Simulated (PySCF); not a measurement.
Species: C2H8O2SiTe.
Bonds: C1–Te2, Te2–O3 (double), Te2–C4, C4–O5, O5–Si6. Hydrogens: H7, H8, H9 on C1; H10, H11 on C4; H12, H13, H14 on Si6.

Computed with PBE0-D3(BJ)/def2-SVP geometry optimisation, gas phase, def2 core potentials past Kr in PySCF 2.14.0.

Q: How far are the bound atoms from Te2?

A: 3 atoms: O3 1.839 Å, C1 2.152 Å, C4 2.189 Å. The nearest atom not counted as bound is H8, at 2.66 Å (others tie with it).

Q: List the angles at Te2.

A: 
| angle | degrees | distance of the outer atoms (Å) |
| --- | --- | --- |
| C1–Te2–O3 | 103.1 | 3.13 |
| O3–Te2–C4 | 100.2 | 3.10 |
| C1–Te2–C4 | 89.3 | 3.05 |

Q: What is the shape at Te2?

A: Pyramidal: angles 103.1°, 100.2° and 89.3°, sum 292.6°, 1.00 Å off the plane of its three neighbours. The Te–C distances aren't all alike: 2.152 to 2.189 Å.

Q: What are the other bond lengths?

A: C4–O5 1.390 Å; O5–Si6 1.678 Å; C1–H7, C1–H8, C1–H9 1.098 Å; C4–H10, C4–H11 1.106 Å; Si6–H12, Si6–H13, Si6–H14 1.492 Å.

Q: Give some angles away from the centre.

A: Te2–C4–O5 109.7°, C4–O5–Si6 122.9°.

Q: What are the rotational constants (commonest isotopes, rigid rotor)?

A: A = 4110, B = 693.5, C = 655.1 MHz: a near-prolate asymmetric top.

Point group: C1 (no symmetry element, even within 0.4 Å). Charge 0, singlet. PBE0-D3(BJ)/def2-SVP frequencies: not computed here.

Conformer computed: `[CH3:1][Te:2](=[O:3])[CH2:4][O:5][SiH3:6]`: C1–Te2–C4–O5 -53°, Te2–C4–O5–Si6 -178°.

One conformer stands for the species.
